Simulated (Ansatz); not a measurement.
Cost and result for the atomization energy of CH6AlNOSSi (12 atoms, 14 bonds).

```xyz
12

N    -0.1722   -0.2916   -1.7432
C     1.3305   -0.1243   -1.4589
Al    0.2940    0.1868    0.1272
O    -0.1795   -0.9151    1.3867
Si   -0.8753    0.2003    2.3813
S    -0.5063    1.9512    1.1788
H    -0.4294   -1.2302   -2.0189
H    -0.5343    0.3602   -2.4264
H     1.7459    0.6788   -2.0622
H     1.8638   -1.0510   -1.6550
H    -0.2104    0.2812    3.7069
H    -2.3269   -0.0462    2.5837
```

The species carries charge 0 and has multiplicity 1. The bonds changed during the relaxation, so this is another structure than the one it started from. Geometry: relaxed with PBE0-D4/def2-TZVP. It is one conformer, not always the lowest. Program: Ansatz. All runs use 2 threads of an AMD EPYC 7R13 on a shared host and a share of an NVIDIA H100 80 GB. Times are those of one run each, without the atoms' runs, and a repeat can differ threefold. Electronic energies, without spin–orbit coupling; frozen cores. CCSD(T)/CBS adds CCSD(T) − MP2 in def2-TZVPP to the MP2 limit, and its time is that of the two runs behind it. T1 = 0.011. B3LYP takes the VWN-RPA correlation (the form of Gaussian; ORCA's B3LYP/G).

CCSD(T)/CBS is a level of theory with its own doubt, some kJ/mol a heavy atom from the limit and from the frozen cores, so smaller differences don't rank the functionals.

```json
{"level": "B2PLYP/def2-TZVPP", "functions": "303", "wall time": "8 s"}
{"level": "MP2/def2-QZVPP", "functions": "561", "wall time": "9 s"}
{"level": "B3LYP-D4/def2-TZVPP (with forces)", "functions": "303", "wall time": "9.5 s"}
{"level": "PBE0-D4/def2-TZVPP", "functions": "303", "wall time": "9.6 s"}
{"level": "r2SCAN-D4/def2-TZVPP (with forces)", "functions": "303", "wall time": "11 s"}
{"level": "ωB97X-V/def2-TZVPP", "functions": "303", "wall time": "11 s"}
{"level": "CCSD(T)/def2-TZVPP", "functions": "303", "wall time": "12 s"}
{"level": "ωB97M-V/def2-TZVPP (with forces)", "functions": "303", "wall time": "14 s"}
{"level": "PBE-D4/def2-TZVPP (with forces)", "functions": "303", "wall time": "15 s"}
{"level": "CCSD(T)/CBS(def2)", "functions": "–", "wall time": "21 s"}
```

Q: What atomization energy does each give, and how far from CCSD(T)/CBS? (Best estimate.)

A: Computed: 
```tsv
level	atomization (kJ/mol)	difference from CCSD(T)/CBS	per bond
B2PLYP/def2-TZVPP	4350.6	-75.7	-5.4
MP2/def2-QZVPP	4463.0	36.7	2.6
B3LYP-D4/def2-TZVPP (with forces)	4391.5	-34.8	-2.5
PBE0-D4/def2-TZVPP	4401.5	-24.8	-1.8
r2SCAN-D4/def2-TZVPP (with forces)	4433.4	7.1	0.5
ωB97X-V/def2-TZVPP	4447.8	21.5	1.5
CCSD(T)/def2-TZVPP	4284.4	-141.9	-10.1
ωB97M-V/def2-TZVPP (with forces)	4441.4	15.1	1.1
PBE-D4/def2-TZVPP (with forces)	4473.4	47.1	3.4
CCSD(T)/CBS(def2)	4426.3	0.0	0.0
```

From PBE to PBE0 (25 % exact exchange), in def2-TZVPP and without D4, the atomization energy moves by −67.2 kJ/mol: exact exchange takes away binding that semilocal exchange gives to molecules. The D4 term adds +53.1 kJ/mol with B3LYP and +28.0 kJ/mol with PBE0; it sums over pairs of atoms, weighted by their polarisabilities, and B3LYP, whose exchange is more repulsive, gets the larger term. In def2-TZVPP, CCSD(T) changes the Hartree–Fock value by +1146.1 kJ/mol (the triples alone add +74.5 kJ/mol) and MP2 by +1240.1 kJ/mol; breaking electron pairs costs correlation energy, which Hartree–Fock lacks.
